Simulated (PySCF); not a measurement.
Si(H)2(Br)(vinyl) (C₂H₅BrSi), SMILES C=C[SiH2]Br.

Coordinates come from a B3LYP-D3(BJ)/def2-SVP optimisation. Other conformers were not sampled.

Computed with PySCF 2.14.0 with TDA-PBE0/def2-SVPD.

Vertical excitations. Gas-phase values at a fixed geometry.

Computed UV-visible absorptions:
```json
[
 {"state": "S1", "energy (eV)": "5.88", "λ (nm)": "211", "f": "0.017", "main pairs": "HOMO→LUMO 60 %, HOMO−1→LUMO 20 %, HOMO−2→LUMO 16 %"},
 {"state": "S2", "energy (eV)": "6.00", "λ (nm)": "207", "f": "0.012", "main pairs": "HOMO−1→LUMO 75 %"},
 {"state": "S3", "energy (eV)": "6.87", "λ (nm)": "180", "f": "0.134", "main pairs": "HOMO−3→LUMO 33 %, HOMO→LUMO+1 27 %, HOMO−2→LUMO 23 %, HOMO→LUMO 11 %"},
 {"state": "S4", "energy (eV)": "7.02", "λ (nm)": "177", "f": "0.106", "main pairs": "HOMO−3→LUMO 48 %, HOMO−2→LUMO 24 %, HOMO−2→LUMO+1 15 %"},
 {"state": "S5", "energy (eV)": "7.20", "λ (nm)": "172", "f": "0.028", "main pairs": "HOMO−1→LUMO+1 87 %"},
 {"state": "S6", "energy (eV)": "7.26", "λ (nm)": "171", "f": "0.070", "main pairs": "HOMO→LUMO+1 58 %, HOMO−2→LUMO+1 18 %, HOMO−3→LUMO 12 %"},
 {"state": "S7", "energy (eV)": "7.62", "λ (nm)": "163", "f": "0.136", "main pairs": "HOMO→LUMO+2 77 %"},
 {"state": "S8", "energy (eV)": "7.67", "λ (nm)": "162", "f": "0.006", "main pairs": "HOMO−1→LUMO+2 91 %"},
 {"state": "S9", "energy (eV)": "7.80", "λ (nm)": "159", "f": "0.092", "main pairs": "HOMO−2→LUMO+1 30 %, HOMO−2→LUMO+2 17 %, HOMO→LUMO+2 16 %, HOMO−5→LUMO 8 %"},
 {"state": "S10", "energy (eV)": "7.92", "λ (nm)": "156", "f": "0.016", "main pairs": "HOMO−4→LUMO 66 %, HOMO−5→LUMO 10 %"},
 {"state": "T1", "energy (eV)": "4.11", "λ (nm)": "302", "f": "0", "main pairs": "HOMO−2→LUMO 49 %, HOMO→LUMO 35 %"},
 {"state": "T2", "energy (eV)": "5.53", "λ (nm)": "224", "f": "0", "main pairs": "HOMO→LUMO 51 %, HOMO−2→LUMO 26 %, HOMO−3→LUMO 10 %, HOMO−1→LUMO 9 %"},
 {"state": "T3", "energy (eV)": "5.73", "λ (nm)": "216", "f": "0", "main pairs": "HOMO−1→LUMO 78 %"},
 {"state": "T4", "energy (eV)": "6.35", "λ (nm)": "195", "f": "0", "main pairs": "HOMO−3→LUMO 61 %, HOMO→LUMO+1 24 %"}
]
```
Triplets are in the Tamm–Dancoff approximation.
